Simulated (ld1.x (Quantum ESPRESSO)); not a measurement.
## LDA (PZ) TM dataset for K (Z = 19), fully relativistic all-electron reference.

potassium (K), norm-conserving Troullier–Martins (Kleinman–Bylander form), made with ld1.x (Quantum ESPRESSO) 7.5 (LDA (PZ), fully relativistic). Core [Ar], reference 4s1 4p0. Waves: 4s (bound): rc 3.80 bohr; 4p (bound, empty): rc 4.20 bohr; 3d channel at 0.25 Ry: rc 4.50 bohr. Local part: all-electron potential smoothed inside 3.90 bohr (lloc = -1). Core correction: none.

Open shells are filled in proportion to 2j + 1 (rel_dist='average').

All-electron outer shells of the reference configuration (LDA (PZ), scalar-relativistic, ld1.x):

```csv
shell,level (eV),outermost node (bohr),outermost maximum (bohr)
3s,-35.18,0.48,1.07
3p,-18.83,0.45,1.15
4s,-2.43,1.59,4.03
4p,-0.84,1.88,5.71
```

Calculated quality:

* Largest excitation error: +53 meV (all-electron minus pseudo) for 4s0 4p1, out of 2 test configurations

A Bessel basis up to 400 Ry misses an occupied level by 0.15 Ry, so cutoffs and ghosts were not judged.

Generation and tests took about 0.65 s on one core of a shared server CPU.
